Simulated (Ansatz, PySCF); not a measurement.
Bond stretch in AlH, singlet.

Levels: UHF/cc-pVDZ (Ansatz, an electronic-structure program); RHF/cc-pVDZ (Ansatz); UKS-BLYP = Ansatz with unrestricted BLYP/cc-pVDZ; RKS-BLYP = Ansatz with restricted BLYP/cc-pVDZ; UKS-B3LYP = unrestricted B3LYP/cc-pVDZ (Ansatz); RKS-B3LYP = Ansatz with restricted B3LYP/cc-pVDZ; UKS-PBE = unrestricted PBE/cc-pVDZ run with Ansatz; RKS-PBE = restricted PBE/cc-pVDZ (Ansatz); UKS-B3LYP/6-31G* = unrestricted B3LYP/6-31G*, spherical d run with PySCF; RKS-B3LYP/6-31G* = restricted B3LYP/6-31G*, spherical d (PySCF); UKS-B3LYP/6-311+G** = unrestricted B3LYP/6-311+G**, spherical d (PySCF); RKS-B3LYP/6-311+G** = restricted B3LYP/6-311+G**, spherical d (PySCF); UKS-LDA (SVWN5)/6-31G* = unrestricted LDA (SVWN5)/6-31G*, spherical d run with PySCF; RKS-LDA (SVWN5)/6-31G* = PySCF with restricted LDA (SVWN5)/6-31G*, spherical d.

Scanned distances (Å): 1.25, 1.35, 1.40, 1.50, 1.59, 1.66, 1.68, 1.80, 1.82, 1.93, 2.06, 2.24, 2.48, 2.74, 2.98, 3.30, 3.74, 4.08, 4.44, 5.00, 5.78, 6.68.

Question: Where does the unrestricted solution first break spin symmetry (<S²> of 0.01 or more)?

Answer: UHF: already at 1.25 Å; UKS-BLYP: between 2.98 and 3.30 Å; UKS-B3LYP: between 2.74 and 2.98 Å; UKS-PBE: between 2.98 and 3.30 Å; UKS-B3LYP/6-31G*: between 2.74 and 2.98 Å; UKS-B3LYP/6-311+G**: between 2.74 and 2.98 Å; UKS-LDA (SVWN5)/6-31G*: between 2.98 and 3.30 Å.

```tsv
R / Å	<S²> UHF	E(RHF) − E(UHF) / kJ/mol	<S²> UKS-BLYP	E(RKS-BLYP) − E(UKS-BLYP) / kJ/mol	<S²> UKS-B3LYP	E(RKS-B3LYP) − E(UKS-B3LYP) / kJ/mol	<S²> UKS-PBE	E(RKS-PBE) − E(UKS-PBE) / kJ/mol	<S²> UKS-B3LYP/6-31G*	E(RKS-B3LYP/6-31G*) − E(UKS-B3LYP/6-31G*) / kJ/mol	<S²> UKS-B3LYP/6-311+G**	E(RKS-B3LYP/6-311+G**) − E(UKS-B3LYP/6-311+G**) / kJ/mol	<S²> UKS-LDA (SVWN5)/6-31G*	E(RKS-LDA (SVWN5)/6-31G*) − E(UKS-LDA (SVWN5)/6-31G*) / kJ/mol
1.25	0.30	4.8	0.00	0.0	0.00	0.0	0.00	0.0	0.00	0.0	0.00	0.0	0.00	0.0
1.35	0.26	3.6	0.00	0.0	0.00	0.0	0.00	0.0	0.00	0.0	0.00	0.0	0.00	0.0
1.40	0.24	3.0	0.00	0.0	0.00	0.0	0.00	0.0	0.00	0.0	0.00	0.0	0.00	0.0
1.50	0.20	2.0	0.00	0.0	0.00	0.0	0.00	0.0	0.00	0.0	0.00	0.0	0.00	0.0
1.59	0.17	1.3	0.00	0.0	0.00	0.0	0.00	0.0	0.00	0.0	0.00	0.0	0.00	0.0
1.66	0.14	0.9	0.00	0.0	0.00	0.0	0.00	0.0	0.00	0.0	0.00	0.0	0.00	0.0
1.68	0.13	0.8	0.00	0.0	0.00	0.0	0.00	0.0	0.00	0.0	0.00	0.0	0.00	0.0
1.80	0.08	0.3	0.00	0.0	0.00	0.0	0.00	0.0	0.00	0.0	0.00	0.0	0.00	0.0
1.82	0.07	0.2	0.00	0.0	0.00	0.0	0.00	0.0	0.00	0.0	0.00	0.0	0.00	0.0
1.93	0.02	0.0	0.00	0.0	0.00	0.0	0.00	0.0	0.00	0.0	0.00	0.0	0.00	0.0
2.06	0.00	0.0	0.00	0.0	0.00	0.0	0.00	0.0	0.00	0.0	0.00	0.0	0.00	0.0
2.24	0.00	0.0	0.00	0.0	0.00	0.0	0.00	0.0	0.00	0.0	0.00	0.0	0.00	0.0
2.48	0.24	3.1	0.00	0.0	0.00	0.0	0.00	0.0	0.00	0.0	0.00	0.0	0.00	0.0
2.74	0.58	25.2	0.00	0.0	0.00	0.0	0.00	0.0	0.00	0.0	0.00	0.0	0.00	0.0
2.98	0.76	55.1	0.00	0.0	0.17	1.4	0.00	0.0	0.19	1.9	0.12	0.6	0.00	0.0
3.30	0.89	99.5	0.29	3.9	0.46	12.7	0.35	4.5	0.49	14.5	0.41	9.7	0.16	0.7
3.74	0.96	158.7	0.57	17.4	0.69	34.6	0.65	21.2	0.71	38.8	0.65	28.9	0.56	13.2
4.08	0.99	199.7	0.68	28.4	0.79	51.4	0.77	35.0	0.81	57.3	0.75	44.0	0.71	26.0
4.44	1.00	237.8	0.76	38.8	0.86	67.0	0.86	47.9	0.88	74.9	0.82	58.3	0.80	38.6
5.00	1.01	286.0	0.83	51.2	0.93	86.8	0.99	65.0	0.96	97.2	0.90	76.3	0.88	54.1
5.78	1.01	333.2	0.88	62.1	1.00	106.2	1.00	81.7	1.00	118.8	0.97	94.0	0.94	67.6
6.68	1.01	366.3	0.90	68.6	1.00	119.6	1.00	91.0	1.00	132.2	1.00	107.6	0.97	75.0
```
